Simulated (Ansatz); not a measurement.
2-bromobut-1-en-3-yne (C4H3Br), SMILES C#CC(=C)Br.

Coordinates come from a B3LYP-D3(BJ)/def2-SVP optimisation.

Two levels are set side by side: PBE/def2-SVPD (Ansatz, a quantum-chemistry and plane-wave program) and PBE0/def2-SVPD (Ansatz). Energy differences of separate SCF runs at the same geometry; the states with an electron removed or added have multiplicity 2 and 2. Differences are taken from unrounded values.

```tsv
quantity	PBE0	PBE	PBE minus PBE0
vertical ionisation energy (eV)	9.27	9.10	-0.18
vertical singlet–triplet gap (eV)	3.20	3.21	0.01
```

Here PBE gives about what the other level gives.
